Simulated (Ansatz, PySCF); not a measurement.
BiI₃, SMILES [Bi]([I])([I])[I]. Atoms are numbered in the order given.

```xyz
4

Bi     0.0000     0.0000     0.8528
I      2.1887     1.2637    -0.4580
I     -2.1887     1.2637    -0.4580
I      0.0000    -2.5273    -0.4580
```

Geometry optimised at B3LYP-D3(BJ)/def2-SVP. The isomer is the one that the SMILES or the coordinates give; other isomers of the formula were not compared. The def2 effective core potentials stand for the cores of Bi, I; spin–orbit coupling is left out.

Two levels are set side by side: PBE-D3(BJ)/def2-SVP (Ansatz, an electronic-structure program) and B3LYP-D3(BJ)/def2-SVP (Ansatz). Each level has its own optimised geometry; the coordinates shown are those of the second. Frequencies come from the Hessian of PySCF at each geometry. Differences are taken from unrounded values.

```tsv
quantity	B3LYP-D3(BJ)
mean bond length (Å)	2.847
bond Bi1–I2 (Å)	2.847
bond Bi1–I3 (Å)	2.847
bond Bi1–I4 (Å)	2.847
highest harmonic wavenumber (cm⁻¹)	166
mean harmonic wavenumber (cm⁻¹)	107
zero-point energy (kcal/mol)	0.92
```

Task: What does PBE-D3(BJ) give, and how far is it from B3LYP-D3(BJ)? (The exact figures need the calculation; the answer reports its results.)

Result: 
```csv
quantity,PBE-D3(BJ),PBE-D3(BJ) minus B3LYP-D3(BJ)
mean bond length (Å),2.847,0.000
bond Bi1–I2 (Å),2.847,0.000
bond Bi1–I3 (Å),2.847,0.000
bond Bi1–I4 (Å),2.847,0.000
highest harmonic wavenumber (cm⁻¹),163,-3
mean harmonic wavenumber (cm⁻¹),105,-2
zero-point energy (kcal/mol),0.90,-0.02
```
